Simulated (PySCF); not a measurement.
**Ca(17+) (calcium, charge +17) across methods**

[He] 2s1, 2S determinant. Computed with PySCF 2.14 in an even-tempered Gaussian basis (17 s from 3.1 bohr⁻², ratio 2.2; 9 p from 4.8 bohr⁻², ratio 2.4; 6 d from 14 bohr⁻², ratio 2.4; 5 f from 22 bohr⁻², ratio 2.4; 4 g from 33 bohr⁻², ratio 2.4), with no relativity, point nucleus.

```csv
method,E (hartree),mean ε 1s α (eV),mean ε 1s β (eV),mean ε 2s α (eV),Σ⟨r²⟩ (bohr²),⟨S²⟩
UHF,-429.90057,-5010.5,-4999.7,-1150.8,0.1352,0.750
PBE,-429.764,-4880.8,-4875.6,-1123.0,0.1351,0.750
LDA,-428.341,-4867.1,-4861.6,-1120.3,0.1354,0.750
PBE0,-429.813,-4913.5,-4906.8,-1130.1,0.1351,0.750
BP86,-429.986,-4882.7,-4878.0,-1123.2,0.1349,0.750
r2SCAN0,-429.930,-4924.0,-4917.9,-1131.3,0.1352,0.750
r2SCAN,-429.920,-4895.0,-4890.4,-1124.7,0.1352,0.750
```
